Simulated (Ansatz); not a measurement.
Reaction (ligand exchange at a B–S bond): `CB(S)C(N)F` + H–F → `CB(F)C(N)F` + H₂S

Isolated molecules relaxed with PBE0-D4/def2-TZVP in Ansatz; ΔE leaves out vibrations. CCSD(T)/CBS adds triple-zeta CCSD(T) − MP2 to the extrapolated MP2 energy (def2 sets, frozen cores). This one scheme is used for every species. Functionals use def2-TZVPP. B3LYP here is the variant with VWN-RPA as its local correlation; programs differ in this. One conformer a species, not always the lowest.

(1) Is it downhill or uphill in electronic energy at CCSD(T)/CBS, and by how much? (An estimate is asked.)

(2) What do these levels give: PBE-D4, B3LYP-D4, ωB97X-V, B2PLYP, PBE, MP2/def2-TZVPP, CCSD/def2-TZVPP, HF/def2-QZVPP, MP2/def2-QZVPP, SCS-MP2/def2-QZVPP, MP2/CBS(def2), CCSD/CBS(def2)? (Best estimate.)

Largest T1 diagnostic among the species: 0.013.

Answers

(1) Ansatz gave: Downhill: ΔE = -9.9 kcal/mol.

(2) The calculation gave: PBE-D4 -8.9, B3LYP-D4 -12.3, ωB97X-V -12.7, B2PLYP -13.1, PBE -10.5, MP2/def2-TZVPP -8.9, CCSD/def2-TZVPP -12.6, HF/def2-QZVPP -19.7, MP2/def2-QZVPP -8.4, SCS-MP2/def2-QZVPP -10.9, MP2/CBS(def2) -7.8, CCSD/CBS(def2) -11.5 kcal/mol.

In def2-TZVPP, CCSD(T) changes the Hartree–Fock value by +8.3 kcal/mol (the triples alone add +1.5 kcal/mol) and MP2 by +10.5 kcal/mol. The D4 term adds +2.6 kcal/mol with B3LYP and +1.4 kcal/mol with PBE0; it sums over pairs of atoms, weighted by their polarisabilities, and B3LYP, whose exchange is more repulsive, gets the larger term.
